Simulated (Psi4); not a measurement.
C2H6ClGa (SMILES [CH3][Ga]([CH3])[Cl]), singlet, geometry from GFN2-xTB (such geometries of metal compounds can be far from the true shape). Base run: M06-2X/def2-TZVP (Psi4).

Psi4 was given this input:
```
memory 2 GB

molecule {
0 1
Ga   -0.23882611    0.10083400   -0.14092768
C    -1.80146295   -1.21572828   -0.23393842
H    -1.48974737   -2.11234972   -0.77670352
H    -2.67761150   -0.79304802   -0.72665403
H    -2.07741138   -1.52198383    0.77883123
C    -0.06504875    2.00184560   -0.87573406
H     0.73235088    2.03166984   -1.62340480
H     0.21697965    2.67872738   -0.06457972
H    -0.98796556    2.36112255   -1.33204575
Cl    1.46388735   -0.61686449    0.86890290
}

set {
  basis def2-tzvp
}

energy('m06-2x')
print_variables()
```

Variants of this job, named by their change:

```json
[
 {"change": "base", "ΔE vs base (eV)": "0.00", "point group used": "c1", "SCF cycles": "10"},
 {"change": "molecule keys = no_reorient", "ΔE vs base (eV)": "0.00", "point group used": "c1", "SCF cycles": "10"},
 {"change": "jitter_ang = 0.002", "ΔE vs base (eV)": "0.00", "point group used": "c1", "SCF cycles": "10"},
 {"change": "molecule keys = symmetry c1, no_reorient, no_com", "ΔE vs base (eV)": "0.00", "point group used": "c1", "SCF cycles": "10"},
 {"change": "molecule keys = symmetry c1", "ΔE vs base (eV)": "0.00", "point group used": "c1", "SCF cycles": "10"}
]
```
